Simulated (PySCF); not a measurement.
Si(Cl)(I)2(Me) (CH3ClI2Si), SMILES C[Si](Cl)(I)I. Coordinates come from a PBE-D3(BJ)/def2-SVP optimisation. The def2 effective core potentials stand for the cores of I; spin–orbit coupling is left out.

Give the equilibrium geometry at PBE-D3(BJ)/def2-SVP (PySCF confirms it by a frequency run) as a Z-matrix, and its point group. (Estimate from the structure and the level; the computed values follow.)

point group Cs.
```
Si
C 1 1.8705
H 2 1.1075 1 109.93
H 2 1.1083 3 109.33 1 120.16
H 2 1.1083 3 109.33 4 119.69
Cl 1 2.0780 2 109.41 3 180.00
I 1 2.4647 2 109.97 3 60.54
I 1 2.4647 2 109.97 3 -60.54
```
